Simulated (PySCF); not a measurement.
Vertical excitation energies

Compound: C4H9ClSSi.
SMILES with atom numbers: `[CH3:1]/[CH:2]=[C:3](\[Cl:4])[S:5][CH2:6][SiH3:7]` (hydrogens: H8, H9, H10 on C1; H11 on C2; H12, H13 on C6; H14, H15, H16 on Si7)

Theory: TDDFT B3LYP/def2-SVPD, vertical, gas phase, core orbitals frozen in the response (PySCF 2.14.0, density-fitted response routines). One conformer (not necessarily the lowest) at the GFN2-xTB geometry, without solvent, vibrations or thermal averaging. Torsions of this conformer, `[CH3:1]/[CH:2]=[C:3](\[Cl:4])[S:5][CH2:6][SiH3:7]`: C2–C3–S5–C6 140°, C3–S5–C6–Si7 -177°.

```tsv
state	λ (nm)	E (eV)	f	main configurations (H = HOMO, L = LUMO)
S1	260.0	4.77	0.039	H→L (80%), H→L+1 (11%)
S2	233.6	5.31	0.102	H→L+1 (81%), H→L (9%)
S3	221.4	5.60	0.010	H→L+2 (87%)
S4	215.7	5.75	0.0084	H→L+3 (90%)
S5	209.0	5.93	0.0042	H→L+5 (50%), H→L+4 (44%)
S6	199.3	6.22	0.013	H→L+4 (43%), H→L+5 (42%), H-1→L (10%)
S7	198.1	6.26	0.139	H-1→L (58%), H-1→L+1 (14%), H→L+4 (9%)
S8	192.2	6.45	0.0021	H→L+6 (83%)
```

Triplets, Tamm–Dancoff:

```
state  E (eV)  λ (nm)  main configurations (H = HOMO, L = LUMO)
   T1    3.76   329.4                    H→L (76%), H→L+1 (11%)
   T2    4.67   265.5       H→L+1 (60%), H→L (15%), H→L+2 (11%)
   T3    5.34   232.1      H→L+2 (55%), H→L+1 (15%), H-1→L (8%)
```

The lowest singlet comes at 260 nm (460 kJ/mol) in the ultraviolet; it is of moderate strength; its leading configuration is HOMO→LUMO (80%). The strongest level in the table is S7 at 6.26 eV (198 nm, f = 0.139). Löwdin shares by element: HOMO sulfur 48%, carbon 38% or more; LUMO carbon 43% or more, sulfur 15%, chlorine 12% (atoms not listed hold the other 31%). Weighted by f, the mean energy of these states is 5.73 eV. The listed states span 1.68 eV, and the widest gap between neighbours is 0.54 eV (S1 to S2). Of the 8 states listed, 5 reach f = 0.01 and none stays under 0.0005. The window holds the lowest 8 singlets.
